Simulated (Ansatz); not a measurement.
`N[SiH2]N[SiH2]N` + `N[Si](F)(F)S` → `N[SiH2]S[Si](N)(F)F` + `N[SiH2]N`  (ligand exchange at the Si–N bond)

Computed with Ansatz on PBE0-D4/def2-TZVP structures; ΔE is electronic, products minus reactants. CCSD(T)/CBS adds triple-zeta CCSD(T) − MP2 to the extrapolated MP2 energy (def2 sets, frozen cores). This one scheme is used for every species. Functionals use def2-TZVPP. Each species was taken in one conformer, which may not be the lowest.

CCSD(T)/CBS gives -6.1 kJ/mol.

**Question.** Another level gave -2.3 kJ/mol. Which?
A. CCSD(T)/def2-TZVPP
B. HF/def2-TZVPP
C. ωB97X-V/def2-TZVPP
D. PBE0-D4/def2-TZVPP

**Answer.** A. CCSD(T)/def2-TZVPP -2.3, HF/def2-TZVPP 4.5, ωB97X-V -7.4, PBE0-D4 -13.9 kJ/mol.

Largest T1 diagnostic among the species: 0.011.

The D4 term adds −4.9 kJ/mol with B3LYP and −2.7 kJ/mol with PBE0; it sums over pairs of atoms, weighted by their polarisabilities, and B3LYP, whose exchange is more repulsive, gets the larger term. In def2-TZVPP, CCSD(T) changes the Hartree–Fock value by −6.7 kJ/mol (the triples alone add −2.3 kJ/mol) and MP2 by −10.6 kJ/mol.

CCSD(T)/CBS has its own doubt, a few kJ/mol and more with outer-core shells, so smaller differences from it don't rank the levels.

B3LYP here is the variant with VWN-RPA as its local correlation; programs differ in this.
